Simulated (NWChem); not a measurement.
Species: MoOCl$_{3}$ cation; SMILES [O]=[Mo+]([Cl])([Cl])[Cl]

```xyz
5

Mo     0.0000     0.0000     0.1964
O      0.0000     0.0000     1.8228
Cl     0.3799     2.0439    -0.4587
Cl     1.5801    -1.3509    -0.4587
Cl    -1.9600    -0.6929    -0.4587
```
Atoms are numbered in this order, from 1.

Level: PBE0/def2-SVP with def2 effective core potentials on Mo (NWChem), optimised geometry, unscaled harmonic frequencies. The spin multiplicity was typed, not searched, and may not be the lowest. def2 effective core potentials on Mo; no spin-orbit coupling.

Q: List the harmonic frequencies with IR intensities, and the thermochemistry.

A: 
```
frequency (cm⁻¹)  IR intensity (km/mol)
----------------  ---------------------
126                                 0.2
126                                 0.2
148                                 0.5
256                                 0.3
256                                 0.3
446                                 6.6
503                                70.2
503                                70.2
1132                               97.1
```

```json
{
 "zero_point_energy": "5.0 kcal/mol",
 "thermal correction to the enthalpy at 298.15 K (with zero-point energy)": "9.7 kcal/mol",
 "heat capacity Cv": "19.3 cal/(mol K)",
 "entropy at 298.15 K and 1 atm (symmetry number 3)": "83.1 cal/(mol K)"
}
```

Rigid rotor and harmonic oscillator.
